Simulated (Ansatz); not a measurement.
Consider the ligand exchange at the Si–C bond: `F[SiH2]C(F)S` + `OC[SeH]` → `F[SiH2]OC[SeH]` + `FCS`.

Isolated molecules relaxed with PBE0-D4/def2-TZVP in Ansatz; ΔE leaves out vibrations. CCSD(T)/CBS adds triple-zeta CCSD(T) − MP2 to the extrapolated MP2 energy (def2 sets, frozen cores). DFT in def2-TZVPP. B3LYP here is the variant with VWN-RPA as its local correlation; programs differ in this. For Se outer-core shells are correlated without core-valence functions, which leaves a few kJ/mol of doubt a bond. Scalar relativity is left out up to krypton. One conformer a species, not always the lowest.

| level | ΔE (kJ/mol) | difference from CCSD(T)/CBS |
| --- | --- | --- |
| PBE-D4 | -108.8 | 16.5 |
| PBE0-D4 | -116.6 | 8.7 |
| B3LYP-D4 | -124.9 | 0.4 |
| ωB97X-V | -123.4 | 1.9 |
| ωB97M-V | -122.6 | 2.7 |
| PBE | -107.8 | 17.5 |
| r2SCAN | -120.4 | 4.9 |
| PBE0 | -115.7 | 9.6 |
| HF/def2-TZVPP | -143.5 | -18.2 |
| MP2/def2-TZVPP | -129.5 | -4.2 |
| SCS-MP2/def2-TZVPP | -131.6 | -6.3 |
| HF/def2-QZVPP | -144.7 | -19.4 |
| MP2/def2-QZVPP | -129.3 | -4.0 |
| SCS-MP2/def2-QZVPP | -131.3 | -6.0 |
| MP2/CBS(def2) | -128.4 | -3.1 |
| CCSD/CBS(def2) | -128.1 | -2.8 |
| CCSD(T)/CBS | -125.3 | 0 |

Largest T1 diagnostic among the species: 0.012.

From PBE to PBE0 (25 % exact exchange), in def2-TZVPP and without D4, ΔE moves by −7.9 kJ/mol. In def2-TZVPP, CCSD(T) changes the Hartree–Fock value by +17.2 kJ/mol (the triples alone add +2.8 kJ/mol) and MP2 by +14.0 kJ/mol.
